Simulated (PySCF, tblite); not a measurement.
Species: C6H13NSi.
Structure used (GFN2-xTB), in Å, numbered top down from 1:
```
atom  x, y, z in Å
C1    -1.1257   -0.4058    1.5031
C2    -1.2342   -0.0809    0.2256
C3    -2.4921   -0.3387   -0.5518
C4    -0.1195    0.5437   -0.5799
C5     0.7945    1.4584    0.2450
N6     1.8052    0.6342    0.8743
Si7    2.1445   -0.8425    0.0761
C8     0.7606   -0.5598   -1.1922
H9    -1.9404   -0.8706    2.0343
H10   -0.2283   -0.2267    2.0663
H11   -2.2709   -0.8959   -1.4616
H12   -2.9516    0.6052   -0.8471
H13   -3.2101   -0.9027    0.0379
H14   -0.5797    1.1391   -1.3770
H15    0.2161    1.9939    1.0061
H16    1.2545    2.2080   -0.4164
H17    2.4210    1.1280    1.4970
H18    1.9392   -1.9787    0.9773
H19    3.4619   -0.9303   -0.5692
H20    1.1770   -0.2148   -2.1391
H21    0.1690   -1.4462   -1.4091
```

Computed with PBE0/pcSseg-1 in PySCF (dipole) on a GFN2-xTB geometry, gas phase.

Masses are those of the commonest isotopes; rigid-rotor values at the optimised geometry. The values belong to one conformer with, in the numbering `[CH2:1]=[C:2]([CH3:3])[C@H:4]1[CH2:5][NH:6][SiH2:7][CH2:8]1`, C1–C2–C4–C5 -32°, C2–C4–C5–N6 85°, C4–C5–N6–Si7 25°, C5–N6–Si7–C8 -5°, N6–Si7–C8–C4 -16°.

Task: What are A, B and C (MHz)?

Result: Ia = 169.98, Ib = 409.82, Ic = 431.94 u·Å²; 505379 MHz·u·Å²/I gives A = 2973, B = 1233, C = 1170 MHz.

Task: What kind of rotor is it?

Result: A near-prolate asymmetric top. Ray's parameter κ = (2B − A − C)/(A − C) = -0.930; −1 is the prolate and +1 the oblate limit.

Task: What does the inertial defect say?

Result: Not planar: Δ = Ic − Ia − Ib = -147.86 u·Å². For a rigid frame Δ = −2 Σ m c², so Σ m c² = 73.93 u·Å² lies off the ab plane: 21.95 from hydrogen and 51.97 from heavier atoms. The atom farthest from that plane is 2.12 Å away.

Task: List the rotational levels J(Ka,Kc) to J = 3 (K).

Result: Above 0(0,0), as E/k:
J = 1: 1(0,1) 0.115, 1(1,1) 0.199, 1(1,0) 0.202
J = 2: 2(0,2) 0.346, 2(1,2) 0.426, 2(1,1) 0.436, 2(2,1) 0.686, 2(2,0) 0.686
J = 3: 3(0,3) 0.692, 3(1,3) 0.768, 3(1,2) 0.786, 3(2,2) 1.032, 3(2,1) 1.033, 3(3,1) 1.457, 3(3,0) 1.457

Task: Which types of transition are allowed, and where do some lines up to J = 5 fall?

Result: The dipole components are |μa| = 0.01 D, |μb| = 0.11 D, |μc| = 0.98 D. The squared components, which scale the intensities, stand as 0.00 : 0.01 : 1.00 (a : b : c). Some lines, for components of 0.1 D or more:

| type | branch | J(Ka,Kc) | MHz | lower level (cm⁻¹) |
| --- | --- | --- | --- | --- |
| b | Q | 1(1,0) ← 1(0,1) | 1803 | 0.080 |
| b | R | 3(1,2) ← 2(2,1) | 2083 | 0.477 |
| b | R | 1(1,1) ← 0(0,0) | 4143 | 0.000 |
| c | Q | 5(2,4) ← 5(1,4) | 4848 | 1.277 |
| b | Q | 4(2,2) ← 4(1,3) | 5027 | 0.871 |
| b | Q | 5(3,2) ← 5(2,3) | 8815 | 1.441 |
| b | Q | 4(3,1) ← 4(2,2) | 8838 | 1.039 |
| b | Q | 3(3,1) ← 3(2,2) | 8859 | 0.717 |
| b | Q | 4(3,2) ← 4(2,3) | 8863 | 1.038 |
| b | Q | 5(3,3) ← 5(2,4) | 8873 | 1.439 |
| b | R | 2(2,1) ← 1(1,0) | 10090 | 0.140 |
| b | Q | 5(4,2) ← 5(3,3) | 12396 | 1.735 |
| b | Q | 4(4,0) ← 4(3,1) | 12398 | 1.334 |
| c | R | 3(2,1) ← 2(1,1) | 12438 | 0.303 |
| c | R | 4(2,3) ← 3(1,3) | 15117 | 0.534 |
| c | R | 3(3,0) ← 2(2,0) | 16067 | 0.477 |
| c | R | 5(2,4) ← 4(1,4) | 17646 | 0.850 |
| b | R | 5(2,3) ← 4(1,4) | 17704 | 0.850 |
| b | R | 5(3,3) ← 4(2,2) | 20860 | 1.039 |
| b | R | 5(5,1) ← 4(4,0) | 27960 | 1.747 |
| c | R | 5(5,0) ← 4(4,0) | 27960 | 1.747 |

Task: Estimate the classical rotational partition function at 10 K, 50 K and 100 K.

Result: Point group C1, symmetry number σ = 1; q = (√π/σ)·√((kT/h)³/(ABC)), k/h = 20836.6 MHz/K: 2570 at 10 K, 28800 at 50 K, 81400 at 100 K.

Its GFN2-xTB frequencies are all real (lowest 54 cm⁻¹). These are rigid-rotor constants of the computed structure; measured ground-state constants (B0) also hold zero-point vibration. A rigid rotor knows nothing of inversion at nitrogen or internal rotation, which can split or shift real lines. Quadrupole hyperfine structure (14N) is left out.
